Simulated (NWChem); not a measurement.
# SnHSeF₃; SMILES [F][Sn]([F])([F])[SeH]

```xyz
6

F     -0.7812     1.4333    -1.5396
Sn    -0.0088     0.5936     0.0003
F      1.8077     1.2057     0.0835
F     -0.9264     1.4247     1.4632
Se    -0.0552    -1.8939    -0.0028
H      1.4183    -1.8618     0.0154
```
Atoms are numbered in this order, from 1.

Results from NWChem. The geometry was optimised at PBE0/def2-SVP (def2 core potentials past Kr). Not confirmed as a minimum by frequencies.

Task: What does the run give for Hartree-Fock/STO-3G (all-electron, non-relativistic)? Quantities: highest occupied level (eV); orbital gap (eV); dipole (D).

Result: 
```json
{
  "highest occupied level (eV)": "-7.82",
  "orbital gap (eV)": "14.77",
  "dipole (D)": "0.91"
}
```
